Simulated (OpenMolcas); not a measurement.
V3+, Nb3+, Ta3+: d2 down the group

- Program: OpenMolcas 26.06
- Method: SS-CASPT2, IPEA 0.25 Eh, imaginary shift 0.1 Eh
- Basis: ANO-RCC-VTZP
- Scalar Hamiltonian: DKH2, point nucleus
- Spin-orbit coupling: state interaction with AMFI integrals over the reference wave functions, term energies averaged over their components

Active space for each ion: 2 electrons in 5 orbitals (d); closed shells correlated by CASPT2: V3+ 3s 3p; Nb3+ 4s 4p; Ta3+ 5s 5p.

Computed levels in cm-1 above 3F2:

```json
{"Level": "3F3", "V3+": "328", "Nb3+": "1090", "Ta3+": "4790"}
{"Level": "3F4", "V3+": "750", "Nb3+": "2350", "Ta3+": "8970"}
{"Level": "1D2", "V3+": "10830", "Nb3+": "8040", "Ta3+": "10950"}
{"Level": "3P0", "V3+": "13870", "Nb3+": "10180", "Ta3+": "11970"}
{"Level": "3P1", "V3+": "13980", "Nb3+": "10620", "Ta3+": "14580"}
{"Level": "3P2", "V3+": "14220", "Nb3+": "11530", "Ta3+": "18760"}
{"Level": "1G4", "V3+": "19110", "Nb3+": "14380", "Ta3+": "19480"}
{"Level": "1S0", "V3+": "43250", "Nb3+": "31710", "Ta3+": "36760"}
{"Level": "weight of 3F in the lowest level (%)", "V3+": "100", "Nb3+": "99", "Ta3+": "89"}
```

Mixed levels, with the weight of the term that names them: Ta3+ 1D2 (68 %).

Measured, with the error of the calculation in %. Measured levels: V3+ from Sugar and Corliss, J. Phys. Chem. Ref. Data 7, 1191 (1978).

```tsv
Level	V3+
3F3	325 (+0.8)
3F4	735 (+2.0)
1D2	10959 (-1.2)
3P1	13239 (+5.6)
3P2	13458 (+5.7)
1G4	18391 (+3.9)
1S0	42462 (+1.9)
```

The fine-structure level 3F4 changes by a factor of 12 from V3+ to Ta3+.

Without spin-orbit coupling 1D lies 10410, 6770, 5540 cm-1 above 3F in that order; the difference to the level 1D2, of either sign, comes from spin-orbit coupling, which also lowers the zero.

CASPT2 does not keep the components of a term degenerate, so their means are used; among the terms shown or strongly mixed into the levels shown the widest spread is 690 cm-1 (3d2 1G, V3+). Computed and measured levels are paired by configuration, term and J; levels that our copy of the source lacks, or whose pairing is in doubt (as where it misses far off the trend of its configuration), stay unpaired and out of the deviations. Only configurations of the active space appear.
